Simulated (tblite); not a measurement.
Species: C6H15ClSSi.
Numbering: `[CH3:1][CH2:2][Si@@H:3]([Cl:4])[S:5][CH2:6][CH:7]([CH3:8])[CH3:9]` (hydrogens: H10, H11, H12 on C1; H13, H14 on C2; H15 on Si3; H16, H17 on C6; H18 on C7; H19, H20, H21 on C8; H22, H23, H24 on C9)

Computed geometry: GFN2-xTB, gas phase.

Question: What internal coordinates does the optimisation give?

Answer: 
```
                  bond  length (Å)   order
                 C1–C2       1.527  single
                C2–Si3       1.899  single
               Si3–Cl4       2.028  single
                Si3–S5       2.148  single
                 S5–C6       1.828  single
                 C6–C7       1.524  single
                 C7–C8       1.528  single
                 C7–C9       1.525  single
C1–H10, C1–H11, C1–H12       1.088  single
                C2–H13       1.091  single
                C2–H14       1.090  single
               Si3–H15       1.461  single
                C6–H16       1.089  single
                C6–H17       1.090  single
                C7–H18       1.096  single
C8–H19, C8–H20, C8–H21       1.088  single
C9–H22, C9–H23, C9–H24       1.087  single
```

Bonds in one row agree within 0.01 Å and their mean is given. Orders are formal, as drawn. A selection of angles:
```
     angle  degrees
 C1–C2–Si3    113.5
C2–Si3–Cl4    110.7
 C2–Si3–S5    107.3
Cl4–Si3–S5    109.9
 Si3–S5–C6    102.2
  S5–C6–C7    113.7
  C6–C7–C8    109.2
  C6–C7–C9    110.9
  C8–C7–C9    110.9
```

Torsions: C1–C2–Si3–Cl4 -60° (synclinal); C2–Si3–S5–C6 -158° (antiperiplanar); Si3–S5–C6–C7 -72° (synclinal); S5–C6–C7–C8 175° (antiperiplanar).

Si3 (chlorine-bound silicon) is tetrahedral (angles from 107.0° to 111.9°). S5 (sulfur bonded to C and Si) is bent (angle 102.2°). All 4 C–C bonds measure 1.524 to 1.528 Å. Of the pairs four or more bonds apart, Si3···H18 is among the closest relative to their van der Waals radii: 3.03 Å, 92 % of the sum of Bondi's values.

Point group: C1 (no symmetry element, even within 0.4 Å). Its GFN2-xTB frequencies are all real (lowest 23 cm⁻¹). One conformer, not necessarily the lowest. 3 starts were optimised and ended at 0.00, 0.47 and 1.16 kcal/mol (GFN2-xTB); the lowest of these is shown.

On an Arm Neoverse V1 with one thread (shared host), this took 2.2 s of wall time. That covers the optimisation of the geometry.
